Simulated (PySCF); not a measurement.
**`CCO[Si@@H](O)S`, C2H8O2SSi**

Molfile (atoms numbered from 1):
```
C2H8O2SSi
     RDKit          3D

 14 13  0  0  0  0  0  0  0  0999 V2000
   -2.2665   -0.3095   -0.1809 C   0  0  0  0  0  0  0  0  0  0  0  0
   -1.0794    0.5870   -0.4913 C   0  0  0  0  0  0  0  0  0  0  0  0
   -0.0939    0.4214    0.4963 O   0  0  0  0  0  0  0  0  0  0  0  0
    1.4509    0.8726    0.4631 Si  0  0  1  0  0  4  0  0  0  0  0  0
    2.1812    0.2358    1.7519 O   0  0  0  0  0  0  0  0  0  0  0  0
    2.2986    0.1465   -1.3855 S   0  0  0  0  0  0  0  0  0  0  0  0
   -2.6662   -0.0710    0.8012 H   0  0  0  0  0  0  0  0  0  0  0  0
   -3.0417   -0.1625   -0.9273 H   0  0  0  0  0  0  0  0  0  0  0  0
   -1.9588   -1.3518   -0.1882 H   0  0  0  0  0  0  0  0  0  0  0  0
   -1.3871    1.6388   -0.5052 H   0  0  0  0  0  0  0  0  0  0  0  0
   -0.6586    0.3388   -1.4724 H   0  0  0  0  0  0  0  0  0  0  0  0
    1.6912    2.2973    0.5719 H   0  0  0  0  0  0  0  0  0  0  0  0
    1.9679   -0.6408    2.0639 H   0  0  0  0  0  0  0  0  0  0  0  0
    3.5618    0.2769   -1.0196 H   0  0  0  0  0  0  0  0  0  0  0  0
  1  2  1  0
  2  3  1  0
  3  4  1  0
  4  5  1  0
  4  6  1  0
  1  7  1  0
  1  8  1  0
  1  9  1  0
  2 10  1  0
  2 11  1  0
  4 12  1  1
  5 13  1  0
  6 14  1  0
M  END
```

The calculation used GIAO BHandHLYP/pcSseg-1 magnetisability, rotational g tensor and spin-rotation constants, non-relativistic, gas phase (PySCF). Geometry: GFN2-xTB.

(1) Give the nuclear spin-rotation constants along the inertial axes (H = +C I·J) beside the isotropic shieldings.

(2) How do the rotational constants and the g tensor change when H7, H8, H9, H10, H11, H12, H13, H14 are replaced by deuterium?

Results:

(1) Rotational constants 3.2241, 1.4155, 1.0766 GHz. A star marks the isotopologue with that one atom substituted, in its own axes.
| atom | isotope | Caa (kHz) | Cbb (kHz) | Ccc (kHz) | mean (kHz) | σ (ppm) |
| --- | --- | --- | --- | --- | --- | --- |
| H7 | 1H | -0.279 | 0.007 | -0.121 | -0.131 | 30.3 |
| H8 | 1H | -0.144 | -0.079 | -0.115 | -0.113 | 30.9 |
| H9 | 1H | -0.330 | -0.165 | 0.025 | -0.157 | 30.4 |
| H10 | 1H | -0.289 | -0.151 | 0.046 | -0.131 | 28.0 |
| H11 | 1H | -0.255 | 0.033 | -0.110 | -0.111 | 28.2 |
| H12 | 1H | -0.247 | -0.132 | 0.044 | -0.112 | 27.0 |
| H13 | 1H | -0.391 | -0.156 | 0.005 | -0.181 | 29.4 |
| H14 | 1H | 0.008 | -0.163 | -0.146 | -0.100 | 31.5 |
| C1 | 13C* | 0.436 | 0.211 | 0.161 | 0.269 | 166.0 |
| C2 | 13C* | 0.651 | 0.269 | 0.236 | 0.385 | 126.7 |
| O3 | 17O* | -0.287 | -0.162 | -0.091 | -0.180 | 280.4 |
| Si4 | 29Si* | -1.861 | -0.840 | -0.634 | -1.112 | 387.7 |
| O5 | 17O* | -0.290 | -0.130 | -0.121 | -0.180 | 276.4 |
| S6 | 33S* | 0.447 | 0.258 | 0.191 | 0.299 | 693.4 |

For the geometry as given, no vibrational averaging.

(2) Constants 2.8777, 1.2070, 0.9519 GHz; g -0.0185, -0.0043, -0.0069, against -0.0208, -0.0049, -0.0077 before.
